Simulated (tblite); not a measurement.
Species: C3H6GeN (doublet state).
Atom-mapped SMILES: `[N:1]=[CH:2]/[CH:3]=[CH:4]\[GeH3:5]` (hydrogens: H6 on C2; H7 on C3; H8 on C4; H9, H10, H11 on Ge5)
Bond orders are those of one Lewis drawing.

Computed with GFN2-xTB (tblite), gas phase: L-BFGS steps from a force-field or distance-geometry start until the largest atomic force falls under 0.01 eV/Å.

Step 7: E = -386.0309 eV
```
atom  x, y, z in Å  |  force x, y, z in eV/Å
N1      0.3519   -1.6621    0.4139   -0.313  -0.151   0.116
C2      1.3335   -0.9506    0.2141    0.114   0.036  -0.011
C3      1.2498    0.4643   -0.1418    0.009   0.057   0.012
C4      0.0543    1.0392   -0.2778    0.336   0.058  -0.012
Ge5    -1.5610    0.0143    0.0139    0.227  -0.275   0.007
H6      2.3498   -1.3537    0.3023   -0.046   0.015  -0.014
H7      2.1930    0.9733   -0.2657    0.053   0.148  -0.057
H8      0.0361    2.0872   -0.5322   -0.113   0.100  -0.046
H9     -1.6035   -1.1665   -0.8815   -0.128  -0.013  -0.085
H10    -2.7347    0.8903   -0.3185   -0.082   0.096  -0.034
H11    -1.6636   -0.3330    1.4472   -0.058  -0.072   0.126
```

Step 8: E = -386.0414 eV
```
atom  x, y, z in Å  |  force x, y, z in eV/Å
N1      0.3404   -1.6464    0.4164   -0.172  -0.105   0.096
C2      1.3316   -0.9451    0.2134   -0.062  -0.054   0.030
C3      1.2543    0.4674   -0.1428    0.139   0.000   0.023
C4      0.0624    1.0408   -0.2788    0.120   0.078  -0.011
Ge5    -1.5448    0.0055    0.0194    0.115  -0.351   0.011
H6      2.3458   -1.3453    0.2990   -0.006  -0.071   0.005
H7      2.2021    0.9629   -0.2631    0.115   0.247  -0.088
H8      0.0268    2.0855   -0.5340   -0.067   0.176  -0.062
H9     -1.6191   -1.1675   -0.8945   -0.096   0.042  -0.018
H10    -2.7229    0.8829   -0.3193   -0.051   0.090  -0.011
H11    -1.6712   -0.3380    1.4583   -0.035  -0.051   0.025
```

Step 9: E = -386.0508 eV
```
atom  x, y, z in Å  |  force x, y, z in eV/Å
N1      0.3272   -1.6329    0.4204   -0.011  -0.020   0.061
C2      1.3277   -0.9416    0.2135   -0.180  -0.097   0.063
C3      1.2615    0.4705   -0.1434    0.192  -0.017   0.021
C4      0.0720    1.0438   -0.2800   -0.069   0.076  -0.008
Ge5    -1.5276   -0.0088    0.0249    0.010  -0.288   0.015
H6      2.3418   -1.3389    0.2961   -0.012  -0.149   0.023
H7      2.2128    0.9578   -0.2623    0.134   0.276  -0.099
H8      0.0168    2.0871   -0.5369   -0.013   0.169  -0.057
H9     -1.6355   -1.1681   -0.9073   -0.067   0.046   0.012
H10    -2.7124    0.8774   -0.3201    0.030   0.040   0.027
H11    -1.6789   -0.3437    1.4692   -0.015  -0.037  -0.057
```

Question: Estimate the geometry and energy of step 10. (The exact step hangs on the optimiser's Hessian estimate; all steps are aligned on step 9, rigid shifts and turns removed.)

Answer: E = -386.0590 eV, largest force 0.263 eV/Å
```
atom  x, y, z in Å  |  force x, y, z in eV/Å
N1      0.3141   -1.6219    0.4255    0.096   0.059   0.025
C2      1.3221   -0.9398    0.2148   -0.168  -0.056   0.069
C3      1.2706    0.4739   -0.1437    0.143   0.012   0.008
C4      0.0808    1.0479   -0.2812   -0.153   0.041  -0.001
Ge5    -1.5117   -0.0271    0.0302   -0.040  -0.131   0.012
H6      2.3374   -1.3362    0.2939   -0.061  -0.201   0.038
H7      2.2248    0.9589   -0.2637    0.083   0.233  -0.088
H8      0.0075    2.0915   -0.5406    0.037   0.088  -0.034
H9     -1.6518   -1.1680   -0.9189   -0.046   0.011   0.009
H10    -2.7021    0.8732   -0.3202    0.113  -0.021   0.065
H11    -1.6863   -0.3496    1.4780   -0.004  -0.034  -0.103
```

The energy changes by -0.0082 eV. The first-order estimate −F·Δx gives -0.0117 eV and the mean of the old and new forces, exact on a quadratic surface, -0.0083 eV. The step makes an angle of 65° with the force vector and moves no atom by more than 0.025 Å.

The cost below is that of the whole relaxation. The run took 0.19 s on Arm Neoverse V1, one thread, shared host with 32 logical CPUs at a one-minute load of 21.
